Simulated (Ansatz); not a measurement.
Ti₃⁻. The state is a doublet with charge -1. Geometry relaxed at r2SCAN-D4/def2-TZVPD.

Cartesian coordinates in Å:
```
Ti 0.1465 -0.4482 1.3158
Ti 0.2252 -0.9560 -0.9944
Ti -0.3717 1.4042 -0.3214
```

The charge -1 doublet is spin-contaminated (final ⟨S²⟩ up to 3.58, 0.75 for a pure state). The relaxation made no stability test and no search for a lower SCF solution. The geometry of the doublet was relaxed on an unsound state (⟨S²⟩ 3.74, where a pure state has 0.75). At r2SCAN-D4/def2-TZVPD a quartet of charge -1 lies 0.18 eV below the doublet, each at its own geometry. That quartet is doubtful there (⟨S²⟩ 5.42, where a pure state has 3.75). The structure comes from a short search, and lower isomers may exist.

Estimate the harmonic wavenumbers at UKS r2SCAN-D4/def2-TZVPD (Ansatz, unscaled). Is this a minimum?

134, 159, 190 cm⁻¹. Yes, no mode is imaginary beyond noise. Zero-point energy 2.9 kJ/mol. Run time 3 min (4 threads of AMD EPYC 7B13 on a shared host), peak host memory 0.56 GiB.
